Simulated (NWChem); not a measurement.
System: MgSiH₃I; SMILES [SiH3][Mg][I]

Here is an NWChem input.

```
start job
memory heap 200 mb stack 900 mb global 1100 mb
geometry units angstroms noautoz
  Mg     0.046051    -1.017824     0.000252
  I      0.366309     1.534298     0.001524
  Si    -0.274760    -3.565720    -0.001028
  H     -0.485847    -4.107074    -1.384665
  H     -1.462933    -3.986002     0.813406
  H      0.914492    -4.283447     0.567181
end
basis spherical
  Mg library def2-svp
  I library def2-svp
  Si library def2-svp
  H library def2-svp
end
ecp
  I library def2-ecp
end
dft
  xc optx lyp
  iterations 150
  mulliken
end
task dft energy
```

Coordinates come from a PBE0/def2-SVP optimisation. def2 effective core potentials on I; no spin-orbit coupling.

Q: What results follow from this input? (OLYP/def2-SVP with def2 effective core potentials on I.) Quantities: energy (Ha); highest occupied level (eV); orbital gap (eV); dipole (D).

A: energy (Ha): -789.25
highest occupied level (eV): -6.11
orbital gap (eV): 4.45
dipole (D): 1.07
